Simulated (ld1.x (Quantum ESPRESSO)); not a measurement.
**palladium (Pd), RRKJ: configuration errors across variants**

Pd, norm-conserving RRKJ (Kleinman–Bylander form), made with ld1.x (Quantum ESPRESSO) 7.5 (Wu–Cohen, fully relativistic). Core [Ar] 3d10, reference 4s2 4p6 4d9.5 5s0 5p0 (charge +0.5). Waves: 4s (bound): rc 1.20 bohr; 4p (bound): rc 1.70 bohr; 4f channel at 0.25 Ry: rc 1.65 bohr; 4d (bound): rc 1.80 bohr. Local part: the d channel. Core correction: a·sin(br)/r model core inside 0.65 bohr. rho0 = 0.02.

Open shells are filled in proportion to 2j + 1 (rel_dist='average').

All-electron excitation energies from the reference (eV): (1) 4s2 4p6 4d10 5s0 5p0 -3.237; (2) 4s2 4p6 4d9 5s0 5p0 5.887; (3) 4s2 4p6 4d8 5s0 5p0 26.716; (4) 4s2 4p6 4d7 5s0 5p0 61.079; (5) 4s2 4p5 4d10 5s0 5p0 54.014; (6) 4s2 4p6 4d6 5s0 5p0 110.420; (7) 4s1 4p6 4d10 5s0 5p0 88.286.

1 further variants failed, have other tests or too few solved ones, and are left out.

The file “base” misses its own reference levels by 0.3 eV. The file “wave 4s (bound): rc 1.20 bohr becomes 4s (bound): rc 0.94 bohr” misses its own reference levels by 0.3 eV. The file “wave 4s (bound): rc 1.20 bohr becomes 4s (bound): rc 1.02 bohr” misses its own reference levels by 0.3 eV. The file “wave 4s (bound): rc 1.20 bohr becomes 4s (bound): rc 1.16 bohr” misses its own reference levels by 0.3 eV. The file “wave 4s (bound): rc 1.20 bohr becomes 4s (bound): rc 1.28 bohr” misses its own reference levels by 0.3 eV. The file “wave 4s (bound): rc 1.20 bohr becomes 4s (bound): rc 1.52 bohr” misses its own reference levels by 0.3 eV. The file “wave 4s (bound): rc 1.20 bohr becomes 4s (bound): rc 1.64 bohr” misses its own reference levels by 0.3 eV. The file “wave 4s (bound): rc 1.20 bohr becomes 4s (bound): rc 1.82 bohr” misses its own reference levels by 0.3 eV.

Errors AE − PS in meV (a dash: test not solved or not reliable):

```csv
change,(1),(2),(3),(4),(5),(6),(7),bound ghosts
base,-2.1,+0.2,-5.3,-12,-67,+3.4,-36,none
wave 4s (bound): rc 1.20 bohr becomes 4s (bound): rc 0.94 bohr,-2.1,+0.2,-5.3,-12,-68,+3.6,-25,none
wave 4s (bound): rc 1.20 bohr becomes 4s (bound): rc 1.02 bohr,-2.2,+0.2,-5.3,-12,-68,+3.5,-24,none
wave 4s (bound): rc 1.20 bohr becomes 4s (bound): rc 1.16 bohr,-2.2,+0.2,-5.3,-12,-67,+3.4,-33,none
wave 4s (bound): rc 1.20 bohr becomes 4s (bound): rc 1.28 bohr,-2.2,+0.2,-5.4,-12,-67,+3.4,-48,none
wave 4s (bound): rc 1.20 bohr becomes 4s (bound): rc 1.52 bohr,-2.1,+0.2,-5.4,-12,-66,+3.3,-52,none
wave 4s (bound): rc 1.20 bohr becomes 4s (bound): rc 1.64 bohr,-2.2,+0.1,-5.5,-12,-67,+1.4,-27,none
wave 4s (bound): rc 1.20 bohr becomes 4s (bound): rc 1.82 bohr,-2.1,+0.2,-5.8,-14,-69,-4.1,+40,none
```

Task: Give the same row for: wave 4s (bound): rc 1.20 bohr becomes 4s (bound): rc 1.40 bohr.

Result: -2.2, +0.2, -5.4, -12, -66, +3.6, -58; bound ghosts: none.
